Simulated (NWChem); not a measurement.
**Correlation energy of sulfur difluoride (F2S)**

```xyz
3

F      1.2275     0.0000    -0.4916
S      0.0000     0.0000     0.5530
F     -1.2275     0.0000    -0.4916
```
Charge 0, spin multiplicity 1.

Program: NWChem. Structure: optimised with PBE0/def2-SVP, a minimum by its harmonic frequencies.

Basis set: 6-311G**. Each correlation energy counts from its own Hartree-Fock reference.

The correlated methods keep 7 core orbitals frozen. The Pople sets run with spherical d functions. No row is a measurement; the coupled-cluster row has its own basis-set and correlation limits.

```tsv
method	correlation energy (mHa)
CCSD+T(CCSD)	(withheld)
CCSD(T)	-566.2
SCS-MP2	-523.9
CCSD	-551.4
CR-CCSD(T)	-563.3
MP2	(withheld)
CR-CCSD[T]	(withheld)
```

Fill in the missing entries.


- CCSD+T(CCSD), correlation energy (mHa): -567.5
- MP2, correlation energy (mHa): -539.8
- CR-CCSD[T], correlation energy (mHa): -564.3
